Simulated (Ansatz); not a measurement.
Consider the hydrogenolysis of a C–F bond: `FC1CO[SiH2]1` + H₂ → `C1C[SiH2]O1` + H–F.

Computed with Ansatz on PBE0-D4/def2-TZVP structures; ΔE is electronic, products minus reactants. CCSD(T)/CBS is the MP2 limit (def2-TZVPP, def2-QZVPP) plus CCSD(T) − MP2 in def2-TZVPP, frozen cores. This one scheme is used for every species. Functionals use def2-TZVPP. B3LYP here is the variant with VWN-RPA as its local correlation; programs differ in this. HSE06 is defined as in plane-wave codes.

`FC1CO[SiH2]1`:

```xyz
10

F    -0.024   -1.327   -1.531
C     0.227   -0.833   -0.266
C     0.967    0.519   -0.275
O     0.055    1.357    0.470
Si   -1.128    0.188    0.591
H     0.741   -1.608    0.305
H     1.085    0.885   -1.299
H     1.940    0.504    0.222
H    -1.509   -0.131    1.991
H    -2.354    0.447   -0.208
```

H₂:

Cartesian coordinates in Å:
```
H 0.084 -0.233 -0.279
H -0.084 0.233 0.279
```

`C1C[SiH2]O1`:

Z-matrix (Å, degrees):
```
C
Si 1 2.268
O 1 1.448 2 47.2
C 1 1.547 2 54.9 3 179.7
H 1 1.093 2 125.4 3 84.2
H 1 1.093 2 125.0 3 -84.7
H 2 1.488 1 126.0 3 -85.1
H 2 1.488 1 125.6 3 85.6
H 4 1.089 1 114.3 2 116.6
H 4 1.089 1 114.2 2 -116.4
```

H–F:

Cartesian coordinates in Å:
```
F 0.392 -0.143 0.194
H -0.392 0.143 -0.194
```

Problem. Is it downhill or uphill in electronic energy at CCSD(T)/CBS, and by how much? (An estimate is asked.)

Solution. Computed: Downhill: ΔE = -128.0 kJ/mol.

Problem. What do these levels give: B3LYP-D4, r2SCANh-D4, HSE06-D4, BHLYP-D4, ωB97M-V, BLYP, CAM-B3LYP, LC-ωPBE, HF/def2-SVP, MP2/def2-SVP, SCS-MP2/def2-TZVPP, MP2/def2-QZVPP? (Best estimate.)

Solution. Computed: B3LYP-D4 -112.3, r2SCANh-D4 -116.5, HSE06-D4 -120.9, BHLYP-D4 -119.3, ωB97M-V -116.3, BLYP -106.0, CAM-B3LYP -113.8, LC-ωPBE -121.8, HF/def2-SVP -118.7, MP2/def2-SVP -122.2, SCS-MP2/def2-TZVPP -127.9, MP2/def2-QZVPP -135.7 kJ/mol.

Largest T1 diagnostic among the species: 0.012.

Leaving LDA and LC-ωPBE aside and taking each functional with its dispersion term where it has one, the values, not all of them listed here, spread over 26.0 kJ/mol, from PBE-QIDH to BLYP-D4. At CCSD(T), def2-SVP lies +13.8 kJ/mol from the extrapolated value and def2-TZVPP +2.2 kJ/mol. From r2SCAN to r2SCAN0 (25 % exact exchange), in def2-TZVPP and without D4, ΔE moves by −8.7 kJ/mol.
